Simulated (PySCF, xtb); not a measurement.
ZrCl₄, SMILES [Cl][Zr]([Cl])([Cl])[Cl], multiplicity 1.

GFN2-xTB (xtb) at its own geometry gives an orbital gap of 3.13 eV and a dipole moment of 0.00 D.

The structure is a stationary point at PBE-D3(BJ)/def2-SVP. The multiplicity is an assumed one; other spin states were not compared. The isomer is the one that the SMILES or the coordinates give; other isomers of the formula were not compared. The def2 effective core potentials stand for the cores of Zr; spin–orbit coupling is left out.

Q: What does PySCF with PBE0/def2-TZVP give? (An estimate is asked for; the answer gives what the named calculation found.)

A: gap 6.92 eV (levels -9.73 and -2.81 eV), dipole 0.00 D.
